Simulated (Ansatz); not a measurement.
AsF3, charge +1, doublet, at a GFN2-xTB geometry (a state made from the parent by changing its charge; the spin is typed, not shown lowest); B3LYP/STO-3G run with Ansatz (an electronic-structure program).

Here is a job for Ansatz.
Ansatz 0.2 input:
```yaml
crystal:
  periodic: [false, false, false]
  atoms:
    - {symbol: F, position_ang: [-0.86383509, -1.20521111, -0.44452213]}
    - {symbol: As, position_ang: [0.01084277, -0.00481260, 0.37118157]}
    - {symbol: F, position_ang: [1.46023873, -0.12505297, -0.49840690]}
    - {symbol: F, position_ang: [-0.63616046, 1.34791028, -0.41807005]}
basis:
  gaussian:
    orbitals: STO-3G
hamiltonian:
  xc: b3lyp
total_charge: 1
magnetization: {spin_polarized: true, initial_magnetization: 1}
```

What the program printed (banner, timings and long lists left out):

```
Functional definition: B3LYP
402 factors; integrals over basis functions are off by at most 3.0e-5 eV
mean field evaluation 1: about -68169.4237 eV, gradient 2.7e1 eV
mean field evaluation 2: about -68164.3071 eV, gradient 3.9e1 eV
mean field evaluation 4: about -68176.5597 eV, gradient 3.6e-1 eV
mean field evaluation 8: about -68176.5696 eV, gradient 1.4e-2 eV
mean field -68176.56956449 eV, -2505.4427197562 hartree, gradient 6.1e-5 eV, S^2 0.759586; 0 other end points of the search recorded, 0 dependent functions left out
reference -68176.56966548 eV, -2505.4427234676 hartree; 30, 29 occupied and 3, 4 virtual orbitals, 402 factors
Total energy: -68176.56966548 eV, -2505.4427234676 hartree
```
